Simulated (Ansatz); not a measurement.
Basis-set extrapolation for `BNCC` (PBE0-D4/def2-TZVP geometry, frozen core, Ansatz 0.2.0). Multiplicity 1, RHF reference.

|  | def2-TZVPP | def2-QZVPP |
| --- | --- | --- |
| HF | -159.619447 | -159.627426 |
| MP2 correlation | -0.672519 | -0.715937 |
| CCSD(T) correlation | -0.743989 | not run |

Energies in hartree. Use E(X) = E(∞) + A·exp(−7.88·√X) for Hartree–Fock and E(X) = E(∞) + B·X^(−2.97) for correlation, with X = 3 and 4, and add CCSD(T) minus MP2 of the smaller set to the MP2 limit.

Problem. What is the CCSD(T) energy at the basis-set limit?

Solution. HF limit: -159.627426 + (-0.007979) × 0.13774 = -159.62853. MP2 limit: -0.715937 + (-0.043418) × 0.74074 = -0.74810. Higher-order term: -0.743989 − (-0.672519) = -0.07147. Total: -160.44810 hartree, 2.30 eV below CCSD(T)/def2-TZVPP.
